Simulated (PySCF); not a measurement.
What builds the third ionisation energy along group 15

Calculated with PySCF 2.14 from differences of total energies of unrestricted determinants, without spin-orbit coupling. Each column adds one step, in eV (sums use unrounded values): valence MP2, valence CCSD, valence triples, then the next inner shell at CCSD(T) (N 1s, P 2s 2p, As 3s 3p 3d, Sb 4s 4p 4d, Bi 5s 5p 5d). References (NIST) marked * lie between the lowest fine-structure levels; the others compare directly ((s) semi-empirical, (t) theoretical).

```
                                                                                                                          element     UHF  + MP2  + CCSD  + (T)  + inner shell     sum         reference
                        N [He] 2s2 2p1 → [He] 2s2 (x2c-TZVPPall with one added diffuse shell each of s, p, d type, spin-free X2C)  47.293  0.170  -0.251  0.028          0.027  47.266      47.445 (s) *
                        P [Ne] 3s2 3p1 → [Ne] 3s2 (x2c-TZVPPall with one added diffuse shell each of s, p, d type, spin-free X2C)  29.585  0.289   0.129  0.028          0.006  30.037          30.203 *
             As [Ar] 3d10 4s2 4p1 → [Ar] 3d10 4s2 (x2c-TZVPPall with one added diffuse shell each of s, p, d type, spin-free X2C)  27.402  0.264   0.086  0.019          0.109  27.880  28.349 ± 0.012 *
          Sb [Kr] 4d10 5s2 5p1 → [Kr] 4d10 5s2 (x2c-TZVPPall with one added diffuse shell each of s, p, d, f type, spin-free X2C)  24.113  0.207   0.064  0.016          0.169  24.569          25.323 *
Bi [Xe] 4f14 5d10 6s2 6p1 → [Xe] 4f14 5d10 6s2 (x2c-TZVPPall with one added diffuse shell each of s, p, d, f type, spin-free X2C)  23.099  0.188   0.051  0.010          0.155  23.503          25.571 *
```

What remains against the references is mostly basis incompleteness and, for starred values, spin-orbit coupling.

These are valence bases, so the inner-shell step is incomplete.
